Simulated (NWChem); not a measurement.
# C$_{2}$HBrF$_{2}$; SMILES F/C=C(\F)Br

```xyz
6

F     -0.4462     2.7465     0.0000
C     -0.7302     1.4532     0.0000
C      0.2354     0.5334     0.0000
F      1.5140     0.8452     0.0000
Br    -0.1283    -1.2983     0.0000
H     -1.7914     1.2012     0.0000
```
Atoms are numbered in this order, from 1.

Program: NWChem. Structure relaxed at the PBE0/def2-SVP level. Level: PBE0/def2-SVP with SMD (1 M gas to 1 M solution), gas-phase geometry.

Task: What does the run give for solvent water? Quantities: solvation free energy (kcal/mol); cavity-dispersion-structure term (kcal/mol); dipole in solution (D).

Result: 
| Item | Value |
|---|---|
| solvation free energy (kcal/mol) | 1.1 |
| cavity-dispersion-structure term (kcal/mol) | 3.1 |
| dipole in solution (D) | 1.86 |
